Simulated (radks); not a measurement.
Coherent X-ray form factor from a spherical all-electron density. All-electron calculation, scalar-relativistic Kohn-Sham, BLYP, spin-polarised, spherical densities, finite nucleus; Fermi nuclear charge, rms radius of each element as measured or else 0.836 A^(1/3) + 0.57 fm. Program: a radial shooting solver on a logarithmic mesh with Libxc functionals.

| sin(theta)/lambda (1/angstrom) | f0 (electrons) |
|---|---|
| 0.05 | 61.834 |
| 0.1 | 61.340 |
| 0.15 | 60.534 |
| 0.2 | 59.436 |
| 0.25 | 58.077 |
| 0.3 | 56.491 |
| 0.4 | 52.796 |
| 0.5 | 48.667 |
| 0.6 | 44.397 |
| 0.8 | 36.307 |
| 1 | 29.599 |
| 1.25 | 23.478 |
| 1.5 | 19.460 |
| 2 | 15.081 |

The species is in the configuration that NIST lists as its ground one. Which atom or ion scatters so?

Answer. The thallium ion Tl19+, [Kr] 4d10 4f14 5s2. Extrapolating in s^2 from the first two rows gives f0(0) = 62.0, near the electron count 62; among species with that count, the fall with angle is slower the higher Z, and the table is that of Z = 81; from so few rows the species is fixed only to a neighbour or two.
